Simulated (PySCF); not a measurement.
O₃Ta, neutral, multiplicity 2. Atoms are numbered in the order given.

```xyz
4

Ta     0.0284     0.1721     0.0000
O      0.7509    -0.5593     1.4269
O     -1.7605    -0.4518     0.0000
O      0.7509    -0.5593    -1.4269
```
Charge 0, spin multiplicity 2.

Geometry: B3LYP-D3(BJ)/def2-TZVP. The spin state was assumed, not searched. The def2 effective core potentials stand for the cores of Ta; spin–orbit coupling is left out.

Method: B3LYP-D3(BJ)/def2-TZVP (PySCF).

Frequencies are harmonic and unscaled.

Computed vibrational spectrum:
```tsv
mode	ν (cm⁻¹)	IR (km/mol)	moving atoms (share of kinetic energy)
1	160	0.1	O 93 %
2	198	32.4	O 86 %, Ta 14 %
3	296	6.1	O 93 %
4	519	0.6	O 88 %, Ta 12 %
5	778	24.9	O 91 %, Ta 9 %
6	940	10.1	O 95 %
```
